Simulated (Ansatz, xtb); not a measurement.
Species: bromo(fluoro)methane, CH2BrF, charge 0, multiplicity 1. 
Geometry from a B3LYP-D3(BJ)/def2-TZVP (Ansatz, an electronic-structure program) optimisation:
```xyz
5

F     -1.8086     0.8720    -0.1203
C     -1.1928    -0.3299     0.0514
Br     0.7524    -0.1183     0.0147
H     -1.4463    -0.7339     1.0269
H     -1.4520    -0.9932    -0.7682
```

Harmonic wavenumbers from GFN2-xTB (xtb, at its own minimum), cm⁻¹: 286, 582, 904, 1071, 1186, 1246, 1395, 2961, 2970.

Question: Give the harmonic wavenumbers at B3LYP-D3(BJ)/def2-TZVP (Ansatz, finite differences of forces, unscaled).

Answer: 307, 628, 939, 1075, 1247, 1334, 1495, 3096, 3179 cm⁻¹. Zero-point energy 19.0 kcal/mol.

Question: From these and the geometry, give the ideal-gas thermochemistry at 298.15 K and 1 atm (rigid rotor, harmonic oscillator).

Answer: Point group Cs, rotational symmetry number 1. Rotational constants 40.13, 3.676, 3.443 GHz. S(trans) 40.08, S(rot) 23.96, S(vib) 2.04, S(elec, spin only) 0.00, S 66.1 cal/(mol K). H(298) - H(0) 2.78 kcal/mol; G - E(el) 2.1 kcal/mol. Tabulated S at 1 bar: 66.0 cal/(mol K) (CRC Handbook, as tabulated in the package chemicals).
